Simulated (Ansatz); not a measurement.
Geometry optimisation, Ansatz, RKS r2SCAN/def2-SVP.

Input:

```yaml
crystal:
  periodic: [false, false, false]
  atoms:
    - { symbol: C, position_ang: [-0.7897, 0.685, -0.4849] }
    - { symbol: C, position_ang: [-0.491, -0.7354, -0.2542] }
    - { symbol: Sn, position_ang: [1.2332, -0.1625, 0.7097] }
    - { symbol: O, position_ang: [0.3173, 1.4349, 0.0918] }
    - { symbol: H, position_ang: [0.24121, 2.35315, -0.27033] }
    - { symbol: H, position_ang: [-1.7893, 1.0211, 0.0056] }
    - { symbol: H, position_ang: [-1.1792, -1.2353, 0.4299] }
    - { symbol: H, position_ang: [-0.2485, -1.2695, -1.2013] }
    - { symbol: H, position_ang: [1.1972, -0.3211, 2.506] }
    - { symbol: H, position_ang: [2.7187, -0.4183, -0.1989] }
basis:
  gaussian: { orbitals: def2-SVP }
hamiltonian:
  xc: r2scan
relax:
  f_tol: 0.02
  max_steps: 50
```

Command:

```bash
$ ansatz run input.yaml --threads 2 --pin off --max-ram 3072MiB --backend cpu --events-out ev --progress --plain --runs-dir out
```

Task: Where does it end, and by what steps?

Result: The run converged. The force dipped under the threshold on the way, but the program's further checks kept it going. After 32 steps the energy has fallen by 3.909 eV; H10 moved furthest, 1.62 Å. Parted: C1–Sn3, C2–Sn3.

```
step  energy less start (eV)  largest force component (eV/Å)  accepted
   0                  0.0000                           4.827       yes
   2                 -1.4498                           1.265       yes
   4                 -2.0404                           2.015       yes
   6                 -2.9217                           1.906       yes
   8                 -3.3912                           2.776       yes
  10                 -3.7329                           0.532       yes
  12                 -3.8393                           1.200       yes
  14                 -3.8703                           0.549       yes
  16                 -3.8771                           0.481        no
  18                 -3.8962                           0.076       yes
  20                 -3.8986                           0.110       yes
  22                 -3.9035                           0.080       yes
  24                 -3.9055                           0.107       yes
  26                 -3.9078                           0.082       yes
  28                 -3.9090                           0.041       yes
  30                 -3.9094                           0.034       yes
  32                 -3.9094                           0.009       yes
```

```xyz
10
Properties=species:S:1:pos:R:3
C -0.854 0.463 -0.273
C -1.307 -0.749 -0.585
Sn 2.199 -0.597 0.862
O 0.494 0.756 -0.254
H 0.649 1.655 0.070
H -1.503 1.310 -0.022
H -2.383 -0.931 -0.596
H -0.627 -1.570 -0.828
H 1.448 0.081 2.338
H 3.094 0.934 0.620
```

Whether the end is a true minimum wasn't checked by a vibrational analysis.

Run time: 45 s on 2 threads of Intel(R) Xeon(R) Platinum 8488C (Sapphire Rapids), on a shared host, peak memory 0.18 GiB.
